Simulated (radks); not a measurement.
All-electron atom: Eu in [Xe] 4f7 6s2 (the NIST ground configuration). Calculated with a radial shooting solver on a logarithmic mesh with Libxc functionals: Dirac Kohn-Sham, PBE, spin-unpolarised, spherical densities, point nucleus; open shells are shared between the two j in proportion to 2j + 1.

Spin-orbit splittings of the eigenvalues, e(l+1/2) - e(l-1/2), with zeta = 2 splitting/(2l+1) and mean radii in bohr:

shell,occ.,splitting (eV),zeta (eV),<r> j=l-1/2,<r> j=l+1/2
2p,6,648.1,432.0,0.07907,0.08580
3p,6,132.1,88.07,0.2388,0.2517
3d,10,28.74,11.50,0.2236,0.2276
4p,6,29.15,19.43,0.5791,0.6084
4d,10,5.229,2.092,0.6481,0.6586
4f,7,0.6159,0.1760,0.9663,0.9889
5p,6,3.792,2.528,1.562,1.662
